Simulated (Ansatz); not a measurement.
System: dibromo(dimethyl)silane, C$_{2}$H$_{6}$Br$_{2}$Si, net charge 0, singlet state. 
Geometry from a B3LYP-D3(BJ)/def2-TZVP (Ansatz, a quantum-chemistry and plane-wave program) optimisation:
SMILES: C[Si](Br)(Br)C
```xyz
11

Si    -0.0983    -0.7017     0.0412
C     -1.7721    -1.4744     0.2644
C      1.2961    -1.9236    -0.0647
Br     0.2882     0.6722     1.7698
Br    -0.1216     0.5174    -1.8397
H     -2.5462    -0.7092     0.3195
H     -1.9947    -2.1342    -0.5766
H     -1.7945    -2.0586     1.1865
H      1.1428    -2.5935    -0.9131
H      1.3429    -2.5179     0.8500
H      2.2491    -1.4113    -0.1948
```

Basis-set convergence of Hartree-Fock and CCSD(T) correlation energies (hartree) with Ansatz. Correlated levels leave the core frozen unless marked. Spin-orbit coupling is left out. Frozen are the shells of the preceding noble gas and the d and f shells that filled before the atom's block. No relativistic terms.

```
basis       functions        E(HF)  E(corr, CCSD(T))
----------  ---------  -----------  ----------------
def2-SVP          140  -5512.34745          -0.70023
def2-TZVPP        284  -5513.17330          -0.89153
def2-QZVPP        542  -5513.28455          -0.95732
```

Extrapolating the two largest sets (X = 3 and 4) as X^-3: E(corr) = (64·(-0.95732) - 27·(-0.89153))/37 = -1.0053 Eh, an estimate of the basis-set limit. The largest set recovers 95.2 % of it, the smallest 69.7 %.
